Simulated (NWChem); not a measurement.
The numbers come from NWChem runs, not from measurements. System: C₆H₅, charge 0, spin multiplicity 2, at a geometry optimised with UPBE/def2-SVP. The structure started from a generated list of species. Its SCF solution wasn't tested for a lower state.

Input file:

```
start mol
memory heap 200 mb stack 700 mb global 1700 mb
geometry units angstroms nocenter noautoz
  C      0.000000     0.000000    -1.405839
  C     -1.233525     0.000000    -0.777301
  C     -1.221200     0.000000     0.635959
  C      0.000000     0.000000     1.331615
  C      1.221200     0.000000     0.635959
  C      1.233525     0.000000    -0.777301
  H     -2.184534     0.000000    -1.333865
  H     -2.174772     0.000000     1.188431
  H      0.000000     0.000000     2.432315
  H      2.174772     0.000000     1.188431
  H      2.184534     0.000000    -1.333865
  symmetry group C2v
end
basis spherical
  * library def2-svp
end
basis "ri basis" bse spherical
  * library def2-svp-rifit
end
dft
  xc hfexch
  odft
  mult 2
  iterations 100
  direct
  tolerances tight
end
task dft energy
gw
  states alpha occ 4 vir 2
  states beta occ 4 vir 2
end
task dft gw
```

The output up to the point where the run's verdict is printed (cleaned and shortened):

```
             Northwest Computational Chemistry Package (NWChem) 7.3.0
             --------------------------------------------------------

                                NWChem Input Module
                                -------------------

 Scaling coordinates for geometry "geometry" by  1.889725989
 (inverse scale =  0.529177249)

 Turning off AUTOSYM since
 SYMMETRY directive was detected!

                             Geometry "geometry" -> ""
                             -------------------------

 Output coordinates in angstroms (scale by  1.889725989 to convert to a.u.)

  No.       Tag          Charge          X              Y              Z
 ---- ---------------- ---------- -------------- -------------- --------------
    1 C                    6.0000     0.00000000     0.00000000    -1.40583900
    2 C                    6.0000    -1.23352500     0.00000000    -0.77730100
    3 C                    6.0000    -1.22120000     0.00000000     0.63595900
    4 C                    6.0000     0.00000000     0.00000000     1.33161500
    5 C                    6.0000     1.22120000     0.00000000     0.63595900
    6 C                    6.0000     1.23352500     0.00000000    -0.77730100
    7 H                    1.0000    -2.18453400     0.00000000    -1.33386500
    8 H                    1.0000    -2.17477200     0.00000000     1.18843100
    9 H                    1.0000     0.00000000     0.00000000     2.43231500
   10 H                    1.0000     2.17477200     0.00000000     1.18843100
   11 H                    1.0000     2.18453400     0.00000000    -1.33386500

 Effective nuclear repulsion energy (a.u.)     192.9296313299

            Nuclear Dipole moment (a.u.)
            ----------------------------
        X                 Y               Z
 ---------------- ---------------- ----------------
     0.0000000000     0.0000000000    -0.0000018897

      Symmetry information
      --------------------

 Group name             C2v
 Group number             16
 Group order               4
 No. of unique centers     7

      Symmetry unique atoms
[...]
 d= 0,ls=0.0,diis    75   -229.8791505355  2.37D-05  3.70D-04  6.91D-06    52.0
                                                     3.70D-04  6.77D-06
 d= 0,ls=0.0,diis    76   -229.8789123917  2.38D-04  2.39D-04  1.03D-05    52.6
                                                     2.38D-04  9.15D-06
 d= 0,ls=0.0,diis    77   -229.8790699995 -1.58D-04  4.92D-04  7.59D-06    53.2
                                                     4.98D-04  7.32D-06
 d= 0,ls=0.0,diis    78   -229.8787145612  3.55D-04  6.73D-04  1.43D-05    53.8
                                                     6.81D-04  1.38D-05
 d= 0,ls=0.0,diis    79   -229.8791805645 -4.66D-04  4.31D-04  6.77D-06    54.4
                                                     4.35D-04  6.51D-06
 d= 0,ls=0.0,diis    80   -229.8794408725 -2.60D-04  5.77D-04  7.26D-06    55.0
                                                     5.84D-04  7.19D-06
 d= 0,ls=0.0,diis    81   -229.8798688379 -4.28D-04  7.34D-04  1.45D-05    55.6
                                                     7.41D-04  1.36D-05
 d= 0,ls=0.0,diis    82   -229.8793441519  5.25D-04  5.88D-05  6.91D-06    56.2
                                                     5.96D-05  6.70D-06
 d= 0,ls=0.0,diis    83   -229.8793800497 -3.59D-05  2.94D-04  7.13D-06    56.9
                                                     2.97D-04  6.91D-06
 d= 0,ls=0.0,diis    84   -229.8792038182  1.76D-04  6.00D-06  6.85D-06    57.5
                                                     5.91D-06  6.55D-06
 d= 0,ls=0.0,diis    85   -229.8792003041  3.51D-06  3.61D-05  6.87D-06    58.1
                                                     3.64D-05  6.57D-06
 d= 0,ls=0.0,diis    86   -229.8792217338 -2.14D-05  4.71D-05  6.81D-06    58.7
                                                     4.68D-05  6.55D-06
 d= 0,ls=0.0,diis    87   -229.8791938723  2.79D-05  2.48D-04  6.94D-06    59.3
                                                     2.50D-04  6.57D-06
 d= 0,ls=0.0,diis    88   -229.8793415194 -1.48D-04  9.32D-04  6.99D-06    59.9
                                                     9.44D-04  6.77D-06
 d= 0,ls=0.0,diis    89   -229.8787227549  6.19D-04  8.02D-04  1.44D-05    60.5
                                                     8.14D-04  1.43D-05
 d= 0,ls=0.0,diis    90   -229.8792638109 -5.41D-04  6.18D-05  6.88D-06    61.0
                                                     6.22D-05  6.52D-06
 d= 0,ls=0.0,diis    91   -229.8792272045  3.66D-05  2.32D-04  6.97D-06    61.6
                                                     2.38D-04  6.49D-06
 d= 0,ls=0.0,diis    92   -229.8793669967 -1.40D-04  5.80D-04  7.23D-06    62.2
                                                     5.89D-04  6.33D-06
 d= 0,ls=0.0,diis    93   -229.8790132019  3.54D-04  1.48D-03  8.34D-06    62.7
                                                     1.49D-03  7.82D-06
 d= 0,ls=0.0,diis    94   -229.8800567597 -1.04D-03  1.20D-03  1.88D-05    63.3
                                                     1.21D-03  1.80D-05
 d= 0,ls=0.0,diis    95   -229.8791843196  8.72D-04  2.20D-05  7.21D-06    63.9
                                                     2.06D-05  6.59D-06
 d= 0,ls=0.0,diis    96   -229.8791970121 -1.27D-05  6.94D-05  7.08D-06    64.5
                                                     7.00D-05  6.60D-06
 d= 0,ls=0.0,diis    97   -229.8791554152  4.16D-05  2.57D-05  7.26D-06    65.0
                                                     2.57D-05  6.79D-06
 d= 0,ls=0.0,diis    98   -229.8791708128 -1.54D-05  2.54D-05  7.17D-06    65.6
                                                     2.56D-05  6.73D-06
 d= 0,ls=0.0,diis    99   -229.8791860039 -1.52D-05  1.61D-04  7.08D-06    66.2
                                                     1.63D-04  6.68D-06
 d= 0,ls=0.0,diis   100   -229.8790883658  9.76D-05  1.96D-04  7.82D-06    67.0
                                                     2.00D-04  7.51D-06
```

Convergence was not reached. The next line reads: Calculation failed to converge. NWChem stopped with the message: dft energy failed.
